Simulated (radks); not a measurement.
Question: All-electron atom: the palladium ion Pd3+ in [Kr] 4d7 (the NIST ground configuration). All-electron calculation, Dirac Kohn-Sham, relativistic LDA (MacDonald-Vosko exchange, VWN5 correlation), spin-unpolarised, spherical densities, finite nucleus; open shells fill j = l - 1/2 first; Fermi nuclear charge, rms radius 4.5318 fm. Program: a radial shooting solver on a logarithmic mesh with Libxc functionals.

Spin-orbit splittings of the eigenvalues, e(l+1/2) - e(l-1/2), with zeta = 2 splitting/(2l+1) and mean radii in bohr:

shell  occ.  splitting (eV)  zeta (eV)  <r> j=l-1/2  <r> j=l+1/2
2p        6           158.0      105.3       0.1174       0.1223
3p        6           27.58      18.38       0.3720       0.3829
3d       10           5.527      2.211       0.3559       0.3594
4p        6               ?          ?        1.004        1.034
4d        7          0.5795     0.2318        1.300        1.313

Estimate the 4p splitting.

Answer: 4.628 eV (zeta = 3.085 eV).
